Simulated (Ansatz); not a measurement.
Basis sets compared for Sn(NH2)2 (SnN₂H₄). Charge 0, multiplicity 1. Geometry PBE0-D4/def2-TZVP. Ansatz on 4 threads of Arm Neoverse V2 on a shared host; times are rough, and most runs start from earlier orbitals.

```csv
atom,x (Å),y (Å),z (Å)
Sn1,0.544,0.105,1.277
N2,-1.027,-0.922,0.533
H3,-1.602,-1.523,1.101
H4,-1.332,-0.925,-0.428
N5,1.037,0.930,-0.498
H6,1.818,1.557,-0.610
H7,0.563,0.778,-1.375
```

In the def2 sets Sn takes a core potential; there is no spin–orbit coupling.

Binding counts from free atoms (Sn triplet, N quartet, H doublet) in the same basis, without a counterpoise term.

| level | functions | energy (Eh) | HOMO (eV) | LUMO (eV) | binding per atom (eV) | wall time |
| --- | --- | --- | --- | --- | --- | --- |
| PBE-D4/def2-SVP | 74 | -326.0097 | -4.97 | -1.48 | 3.26 | 0.45 s |
| PBE-D4/def2-TZVP | 136 | -326.1632 | -5.28 | -1.76 | 3.31 | 1 s |
| r2SCAN-D4/def2-TZVP | 136 | -326.3123 | -5.56 | -1.67 | 3.19 | 2 s |
| PBE0-D4/def2-SVP | 74 | -326.0214 | -6.35 | -0.86 | 3.14 | 0.65 s |
| PBE0-D4/def2-TZVP | 136 | -326.1718 | -6.61 | -1.11 | 3.19 | 1.3 s |

Q: Estimate the rows for PBE-D4/def2-TZVPD, r2SCAN-D4/def2-TZVPD, PBE0-D4/def2-TZVPD.

A: 
```json
{"level": "PBE-D4/def2-TZVPD", "functions": "166", "energy (Eh)": "-326.1662", "HOMO (eV)": "-5.40", "LUMO (eV)": "-1.89", "binding per atom (eV)": "3.32", "wall time": "1.1 s"}
{"level": "r2SCAN-D4/def2-TZVPD", "functions": "166", "energy (Eh)": "-326.3144", "HOMO (eV)": "-5.65", "LUMO (eV)": "-1.76", "binding per atom (eV)": "3.19", "wall time": "2.2 s"}
{"level": "PBE0-D4/def2-TZVPD", "functions": "166", "energy (Eh)": "-326.1742", "HOMO (eV)": "-6.70", "LUMO (eV)": "-1.23", "binding per atom (eV)": "3.20", "wall time": "1.5 s"}
```
